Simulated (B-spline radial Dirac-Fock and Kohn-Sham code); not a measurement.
Elastic and transport cross sections of rubidium for electrons

Method: relativistic (Dirac) partial waves in the static field of the Dirac-Fock atom with Furness-McCarthy exchange, without polarisation or absorption potentials. Computed with an atomic code on a B-spline grid. σ_tr1 and σ_tr2 weight the cross section with 1 − P₁ and 1 − P₂ of cos θ; "backward" is the share scattered beyond 90°.

```
energy (eV)  σ (a₀²)  σ_tr1 (a₀²)  σ_tr2 (a₀²)  σ/σ_tr1  backward (%)
      20000     1.25       0.0182       0.0406     68.6          0.21
      21100     1.20       0.0167       0.0374     71.9          0.20
      21200     1.19       0.0165       0.0371     72.2          0.20
      22900     1.13       0.0146       0.0330     77.4          0.18
      23400     1.11       0.0140       0.0319     78.9          0.17
      30000        ?            ?            ?        ?             ?
      35000    0.816      0.00719       0.0169      114          0.10
      50000    0.622      0.00395      0.00955      157         0.064
      55300    0.576      0.00333      0.00812      173         0.057
      57800    0.558      0.00310      0.00755      180         0.053
      72000    0.474      0.00214      0.00529      221         0.040
      87800    0.410      0.00153      0.00384      267         0.031
      94300    0.390      0.00136      0.00342      286         0.028
      99400    0.376      0.00125      0.00314      301         0.026
     100000    0.374      0.00123      0.00311      303         0.026
     200000    0.240     0.000396      0.00103      607         0.010
     300000    0.195     0.000208     0.000551      936        0.0055
```

Q: Fill in the row for 30 keV.

A: σ = 0.918 a₀², σ_tr1 = 0.00930 a₀², σ_tr2 = 0.0216 a₀², σ/σ_tr1 = 98.7, backward 0.12 %. The ratio σ/σ_tr1 is roughly the number of elastic collisions that randomise the direction.
